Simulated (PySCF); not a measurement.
Species: cyclohexanone, C₆H₁₀O.
Bonds: O1–C2 (double), C2–C3, C3–C4, C4–C5, C5–C6, C6–C7, C2–C7. Hydrogens: H8, H9 on C3; H10, H11 on C4; H12, H13 on C5; H14, H15 on C6; H16, H17 on C7.

The same species was optimised twice, with GFN2-xTB and with PBE0-D3(BJ)/def2-SVP (PySCF), and the same property calculations (PySCF, gas phase) were run on both structures.

| coordinate | GFN2-xTB | PBE0-D3(BJ)/def2-SVP | change |
| --- | --- | --- | --- |
| C2–C7 (Å) | 1.511 | 1.515 | +0.004 |
| C2–C3 (Å) | 1.511 | 1.515 | +0.004 |
| O1=C2 (Å) | 1.205 | 1.207 | +0.002 |
| C3–C4 (Å) | 1.531 | 1.531 | 0.000 |
| C6–C7 (Å) | 1.531 | 1.531 | 0.000 |
| C5–C6 (Å) | 1.524 | 1.524 | 0.000 |
| C4–C5 (Å) | 1.524 | 1.524 | 0.000 |
| C2–C3–C4 (°) | 110.5 | 112.2 | +1.7 |
| C2–C7–C6 (°) | 110.6 | 112.2 | +1.6 |
| C3–C2–C7 (°) | 113.6 | 114.9 | +1.3 |
| C4–C5–C6 (°) | 110.1 | 111.1 | +1.0 |
| C5–C6–C7 (°) | 110.7 | 111.6 | +0.9 |
| C3–C4–C5 (°) | 110.7 | 111.6 | +0.9 |
| O1–C2–C7 (°) | 123.2 | 122.6 | -0.6 |
| O1–C2–C3 (°) | 123.2 | 122.6 | -0.6 |

Rotational constants: A = 4248, B = 2538, C = 1792 MHz (GFN2-xTB) against A = 4249, B = 2495, C = 1749 MHz (PBE0-D3(BJ)/def2-SVP). Point groups within 0.08 Å: Cs and Cs.

On the GFN2-xTB structure: HOMO (eV) -6.95 [PBE0/pcSseg-1]; LUMO (eV) -0.38 [PBE0/pcSseg-1]; dipole (D) 3.24 [PBE0/pcSseg-1]; GIAO shielding of O1 (ppm) -342.9 [PBE0/pcSseg-1]; GIAO shielding of C2 (ppm) -26.7 [PBE0/pcSseg-1]; GIAO shielding of C3/C7 (mean) (ppm) 141.3 [PBE0/pcSseg-1]; GIAO shielding of C4/C6 (mean) (ppm) 154.7 [PBE0/pcSseg-1]; GIAO shielding of C5 (ppm) 157.1 [PBE0/pcSseg-1].

**Question.** What do these properties become on the PBE0-D3(BJ)/def2-SVP structure?

**Answer.** 
| property | level | on GFN2-xTB | on PBE0-D3(BJ)/def2-SVP | change |
| --- | --- | --- | --- | --- |
| HOMO (eV) | PBE0/pcSseg-1 | -6.95 | -6.96 | -0.01 |
| LUMO (eV) | PBE0/pcSseg-1 | -0.38 | -0.42 | -0.04 |
| dipole (D) | PBE0/pcSseg-1 | 3.24 | 3.24 | 0.00 |
| energy, GFN2-xTB geometry as zero (kcal/mol) | PBE0/pcSseg-1 | 0.0 | -0.6 | -0.6 |
| GIAO shielding of O1 (ppm) | PBE0/pcSseg-1 | -342.9 | -349.6 | -6.7 |
| GIAO shielding of C2 (ppm) | PBE0/pcSseg-1 | -26.7 | -27.1 | -0.4 |
| GIAO shielding of C3/C7 (mean) (ppm) | PBE0/pcSseg-1 | 141.3 | 140.4 | -0.9 |
| GIAO shielding of C4/C6 (mean) (ppm) | PBE0/pcSseg-1 | 154.7 | 155.0 | +0.3 |
| GIAO shielding of C5 (ppm) | PBE0/pcSseg-1 | 157.1 | 156.8 | -0.3 |

The heavy atoms differ by 0.041 Å rms after alignment. Among bonds between heavy atoms C2–C3 and C2–C7 change most and about equally (+0.004 Å). Changes are differences of the printed values. Neither structure is proved a minimum here.
